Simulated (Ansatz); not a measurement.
Two isomers of C2H7FOSi: A = `CC[SiH](O)F`, B = `C[SiH](F)CO`.

Program: Ansatz. Geometries: PBE0-D4/def2-TZVP. ΔE: electronic, gas phase. CCSD(T)/CBS adds triple-zeta CCSD(T) − MP2 to the extrapolated MP2 energy (def2 sets, frozen cores). DFT in def2-TZVPP. B3LYP here is the variant with VWN-RPA as its local correlation; programs differ in this. One conformer a species, not always the lowest.

Problem. Which isomer does CCSD(T)/CBS put lower? Give the gap. (An estimate is asked.)

Solution. Ansatz gave: A, by 172.9 kJ/mol.

Problem. Give E(B) − E(A) in kJ/mol with B3LYP-D4, B3LYP, ωB97M-V, PBE-D4, CCSD/def2-TZVPP, B2PLYP, PBE0-D4. (Estimate.)

Solution. Ansatz gave: B3LYP-D4 165.4, B3LYP 164.4, ωB97M-V 167.5, PBE-D4 155.3, CCSD/def2-TZVPP 173.4, B2PLYP 170.7, PBE0-D4 162.6. None reverses the order clearly.

Largest T1 diagnostic: 0.011.

From PBE to PBE0 (25 % exact exchange), in def2-TZVPP and without D4, E(B) − E(A) moves by +7.4 kJ/mol.
